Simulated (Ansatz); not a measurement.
A structure relaxed at PBE-D4/def2-SVPD in Ansatz, charge -1, doublet:

Cartesian coordinates in Å:
```
Cr 0.162 1.541 0.691
Cr 0.357 -0.972 0.636
Cr -0.121 -0.267 -1.264
S -0.941 1.752 -1.348
S 1.243 0.284 2.298
S -0.700 -2.338 -1.013
```

(1) Give its formula.

(2) Summarise the bond lengths by kind (pairs closer than 1.2 times the sum of covalent radii, bridged metal pairs left out).

## Answers

(1) Cr3S3⁻.

(2) 6 × Cr–S 2.17 to 2.39 Å.

The charge -1 doublet is spin-contaminated (final ⟨S²⟩ up to 4.16, 0.75 for a pure state). Another isomer (doublet) lies 0.74 eV lower at PBE0-D4/def2-TZVPD; other spin states weren't run for this one.
